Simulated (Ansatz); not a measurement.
`CC[N](C)[Zr]([OH])([OH])[OH]` at its PBE0-D4/def2-TZVP geometry, where that method's forces vanish. The species carries charge 0 and has multiplicity 1. Zr takes the def2 core potential.

```xyz
19

C    -2.2759   -0.2138   -0.8193
C    -0.9037   -0.8730   -0.7958
N    -0.0426   -0.4249    0.2792
C    -0.4583   -0.8614    1.5910
Zr    1.6065    0.7165   -0.0578
O     2.2712    0.2315   -1.8171
O     1.1268    2.6036   -0.0730
O     2.8209    0.3836    1.4193
H    -2.1794    0.8710   -0.9115
H    -2.8625   -0.5790   -1.6663
H    -2.8420   -0.4265    0.0901
H    -1.0278   -1.9663   -0.7345
H    -0.3994   -0.6805   -1.7500
H    -0.5769   -1.9548    1.6264
H    -1.4112   -0.4168    1.9083
H     0.2925   -0.5906    2.3383
H     2.7998    0.3537   -2.5999
H     0.4693    3.2870    0.0178
H     3.5925    0.5408    1.9550
```

Task: What forces (eV/Å) does PBE-D4/def2-TZVPP give on these atoms in the Gaussian-basis code of Ansatz? (Best estimate.)

Result: Computed: 
```
C1  -0.045  0.009 -0.015
C2  -0.039 -0.006 -0.083
N3   0.081  0.018 -0.003
C4  -0.007 -0.003  0.090
Zr5  0.058  0.025 -0.011
O6  -0.186 -0.171  0.093
O7   0.279 -0.022 -0.052
O8  -0.213 -0.159 -0.003
H9   0.013  0.212 -0.020
H10 -0.126 -0.066 -0.162
H11 -0.120 -0.037  0.176
H12 -0.029 -0.246  0.009
H13  0.110  0.035 -0.192
H14 -0.036 -0.239  0.017
H15 -0.207  0.082  0.083
H16  0.146  0.055  0.153
H17  0.277  0.080 -0.388
H18 -0.353  0.339  0.049
H19  0.397  0.096  0.258
```
